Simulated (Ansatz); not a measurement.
`[AlH2]/[CH]=C/Cl` + H₂ → `C=[CH][AlH2]` + HCl at 400 K and 1 bar (hydrogenolysis of a C–Cl bond).

Isolated molecules relaxed with PBE0-D4/def2-TZVP in Ansatz; ΔE leaves out vibrations. CCSD(T)/CBS adds triple-zeta CCSD(T) − MP2 to the extrapolated MP2 energy (def2 sets, frozen cores). This one scheme is used for every species.

| species | CCSD(T)/CBS energy (Eh) | H − E (kJ/mol) | S (J/(mol·K)) |
| --- | --- | --- | --- |
| `[AlH2]/[CH]=C/Cl` | -780.26523 | 149.3 | 348.1 |
| H₂ | -1.17544 | 38.0 | 139.0 |
| `C=[CH][AlH2]` | -321.08307 | 168.1 | 312.7 |
| HCl | -460.38127 | 29.6 | 195.4 |

H − E and S are ideal-gas, rigid-rotor, harmonic terms from PBE0-D4/def2-TZVP. The MP2-based limit puts H₂ 0.8 mEh under its directly extrapolated value; such offsets cancel only in part. 1 Eh = 2625.50 kJ/mol, R = 8.31446 J/(mol·K).

By hand: ΔE, ΔH, ΔS and ΔG.

ΔE = (-321.08307) + (-460.38127) − (-780.26523) − (-1.17544) = -0.02367 Eh = -62.1 kJ/mol. Δ(H − E) = 168.1 + 29.6 − 149.3 − 38.0 = 10.4, so ΔH = -51.7 kJ/mol. ΔS = 312.7 + 195.4 − 348.1 − 139.0 = 21.0 J/(mol·K). ΔG = -51.7 − 400 × (21.0)/1000 = -60.1 kJ/mol.

By hand: the equilibrium constant, and the temperature at which ΔG would vanish if ΔH and ΔS stayed fixed.

log₁₀ K = −ΔG/(RT ln 10) = 7.8. ΔH and −TΔS have one sign here, so there is no such temperature.

ΔH outweighs TΔS. A doubt of 5 kJ/mol in ΔE shifts log₁₀ K by 0.7 here. These are equilibria of isolated gas molecules and say nothing of rates. Largest T1 diagnostic: 0.011 (customary marks: 0.02 for closed shells, 0.045 for open ones).
